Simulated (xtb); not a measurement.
HCl$_{3}$Si, charge +1, doublet, from a rough starting geometry (a state made from the parent by changing its charge; the spin is typed, not shown lowest); GFN2-xTB (xtb).

The xtb input:
```
$ xtb mol.xyz --gfn 2 --chrg 1 --uhf 1 --opt vtight --json

# file mol.xyz
5

Si     0.03028013     0.00091052     0.04501235
Cl    -1.22245366    -1.40274614    -0.49240279
Cl    -0.69098155     1.83890161    -0.39581675
Cl     1.83652448    -0.36149917    -0.66124404
H      0.05671863    -0.01519748     1.57926762
```

It wrote (shortened):

```
   ID    Z sym.   atoms
    1   14 Si     1
    2   17 Cl     2-4
    3    1 H      5

           -------------------------------------------------
          |                Calculation Setup                |
           -------------------------------------------------

           -------------------------------------------------
          |                 G F N 2 - x T B                 |
           -------------------------------------------------

          ...................................................
          :                      SETUP                      :
          :.................................................:
          :  # basis functions                  41          :
          :  # atomic orbitals                  37          :
          :  # shells                           13          :
          :  # electrons                        25          :
          :  max. iterations                   250          :
          :  Hamiltonian                  GFN2-xTB          :
          :  restarted?                      false          :
          :  GBSA solvation                  false          :
          :  PC potential                    false          :
          :  electronic temp.          300.0000000     K    :
          :  accuracy                    1.0000000          :
          :  -> integral cutoff          0.2500000E+02      :
          :  -> integral neglect         0.1000000E-07      :
          :  -> SCF convergence          0.1000000E-05 Eh   :
          :  -> wf. convergence          0.1000000E-03 e    :
          :  Broyden damping             0.4000000          :
          :  net charge                          1          :
          :  unpaired electrons                  1          :
          ...................................................

 iter      E             dE          RMSdq      gap      omega  full diag
   1    -15.4842529 -0.154843E+02  0.601E+00    7.42       0.0  T
   2    -15.5011924 -0.169395E-01  0.313E+00    6.89       1.0  T
   3    -15.4925224  0.867002E-02  0.223E+00    6.94       1.0  T
   4    -15.5062630 -0.137406E-01  0.979E-01    6.75       1.0  T
   5    -15.5063414 -0.783709E-04  0.584E-01    6.80       1.0  T
   6    -15.5056553  0.686093E-03  0.710E-01    6.83       1.0  T
   7    -15.5062149 -0.559592E-03  0.462E-01    6.78       1.0  T
   8    -15.5066219 -0.407007E-03  0.257E-01    6.79       1.0  T
   9    -15.5066134  0.852658E-05  0.210E-01    6.86       1.0  T
  10    -15.5060889  0.524496E-03  0.388E-01    6.76       1.0  T
  11    -15.5067676 -0.678699E-03  0.720E-02    6.81       1.0  T
  12    -15.5067854 -0.178237E-04  0.337E-02    6.81       1.3  T
  13    -15.5067813  0.405460E-05  0.425E-02    6.81       1.1  T
  14    -15.5067887 -0.737354E-05  0.130E-02    6.82       3.4  T
  15    -15.5067890 -0.248826E-06  0.967E-03    6.82       4.6  T
  16    -15.5067890 -0.531103E-07  0.500E-03    6.82       8.9  T
  17    -15.5067891 -0.901451E-07  0.170E-03    6.82      26.3  T
  18    -15.5067891 -0.317399E-08  0.153E-03    6.82      29.3  T
  19    -15.5067891  0.125951E-07  0.189E-03    6.82      23.7  T
  20    -15.5067891 -0.135812E-07  0.500E-04    6.82      89.5  T
  21    -15.5067891 -0.125148E-08  0.104E-04    6.82     428.6  T

   *** convergence criteria satisfied after 21 iterations ***

         :::::::::::::::::::::::::::::::::::::::::::::::::::::
         ::                     SUMMARY                     ::
         :::::::::::::::::::::::::::::::::::::::::::::::::::::
         :: total energy             -15.474169435774 Eh    ::
         :: gradient norm              0.028856214973 Eh/a0 ::
         :: HOMO-LUMO gap              6.817238703790 eV    ::
         ::.................................................::
         :: SCC energy               -15.506787757521 Eh    ::
         :: -> isotropic ES            0.123214933235 Eh    ::
         :: -> anisotropic ES         -0.010996574476 Eh    ::
[...]
 * total energy  :   -15.4741694 Eh     change       -0.3320721E-10 Eh
 * total energy  :   -15.4764501 Eh     change       -0.2280696E-02 Eh
 * total energy  :   -15.4773056 Eh     change       -0.8554729E-03 Eh
 * total energy  :   -15.4773593 Eh     change       -0.5365893E-04 Eh
 * total energy  :   -15.4773909 Eh     change       -0.3158698E-04 Eh
 * total energy  :   -15.4774009 Eh     change       -0.1006347E-04 Eh
 * total energy  :   -15.4774008 Eh     change        0.9987749E-07 Eh
 * total energy  :   -15.4774033 Eh     change       -0.2465701E-05 Eh
 * total energy  :   -15.4774034 Eh     change       -0.9866566E-07 Eh
   *** GEOMETRY OPTIMIZATION CONVERGED AFTER 9 ITERATIONS ***
         :: total energy             -15.477403378603 Eh    ::
[...]
         5        2.0000           -0.6986926             -19.0124
         6        2.0000           -0.6986772             -19.0120
         7        2.0000           -0.6937241             -18.8772
         8        2.0000           -0.6600094             -17.9598
         9        2.0000           -0.6600004             -17.9595
        10        2.0000           -0.6515737             -17.7302
        11        2.0000           -0.6515632             -17.7299
        12        1.9901           -0.6453313             -17.5604
        13        1.0099           -0.6365811             -17.3223 (HOMO)
        14                         -0.4139906             -11.2653 (LUMO)
        15                         -0.3770909             -10.2612
        16                         -0.3770217             -10.2593
        17                         -0.2667125              -7.2576
        18                         -0.2581125              -7.0236
        19                         -0.2580619              -7.0222
        20                         -0.2073228              -5.6415
        21                         -0.2073188              -5.6414
        22                         -0.2026792              -5.5152
        23                         -0.2009796              -5.4689
        24                         -0.2009776              -5.4689
       ...                                ...                  ...
        37                          0.5813081              15.8182
      -------------------------------------------------------------
                  HL-Gap            0.2225905 Eh            6.0570 eV
             Fermi-level           -0.5831203 Eh          -15.8675 eV

     #   Z          covCN         q      C6AA      α(0)
     1  14 Si       3.323     0.491   116.541    21.739
     2  17 Cl       0.807     0.107    95.927    14.983
     3  17 Cl       0.807     0.107    95.929    14.983
     4  17 Cl       0.807     0.108    95.926    14.983
     5   1 H        0.909     0.187     1.170     1.692

 Mol. C6AA /au·bohr⁶  :       1680.272214
 Mol. C8AA /au·bohr⁸  :      79952.992856
 Mol. α(0) /au        :         68.379082

Wiberg/Mayer (AO) data.
largest (>0.10) Wiberg bond orders for each atom

 ---------------------------------------------------------------------------
     #   Z sym  total        # sym  WBO       # sym  WBO       # sym  WBO
 ---------------------------------------------------------------------------
     1  14 Si   4.414 --     4 Cl   1.254     2 Cl   1.254     3 Cl   1.254
                             5 H    0.652
     2  17 Cl   1.636 --     1 Si   1.254     3 Cl   0.150     4 Cl   0.150
     3  17 Cl   1.636 --     1 Si   1.254     2 Cl   0.150     4 Cl   0.150
     4  17 Cl   1.636 --     1 Si   1.254     3 Cl   0.150     2 Cl   0.150
     5   1 H    0.899 --     1 Si   0.652
 ---------------------------------------------------------------------------

Topologies differ in total number of bonds
Writing topology from bond orders to xtbtopo.mol

molecular dipole:
                 x           y           z       tot (Debye)
 q only:        0.015       0.016       0.212
   full:       -0.010       0.030      -0.203       0.521
molecular quadrupole (traceless):
                xx          xy          yy          xz          yz          zz
 q only:        0.265       0.003       0.265      -0.047       0.035      -0.530
  q+dip:        1.024       0.010       1.028      -0.183       0.097      -2.052
   full:        0.706       0.007       0.711      -0.126       0.064      -1.417

optimized geometry written to: xtbopt.xyz

           -------------------------------------------------
          | TOTAL ENERGY              -15.477403378603 Eh   |
          | GRADIENT NORM               0.000030563519 Eh/α |
          | HOMO-LUMO GAP               6.056996365956 eV   |
           -------------------------------------------------

normal termination of xtb
```
